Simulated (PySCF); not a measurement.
HI2Si, SMILES I[SiH]I, multiplicity 2. Geometry: B3LYP-D3(BJ)/def2-SVP. The isomer is the one that the SMILES or the coordinates give; other isomers of the formula were not compared. The def2 effective core potentials stand for the cores of I; spin–orbit coupling is left out.

Computed equilibrium geometry at B3LYP-D3(BJ)/def2-SVP (PySCF confirms it by a frequency run) as Cartesian coordinates in Å, and its point group:
point group Cs.
```xyz
4

I     -0.0067     0.1765    -2.0581
Si     0.1267    -1.1862     0.0000
I     -0.0067     0.1765     2.0581
H     -1.0628    -2.0986     0.0000
```
Charge 0, spin multiplicity 2.
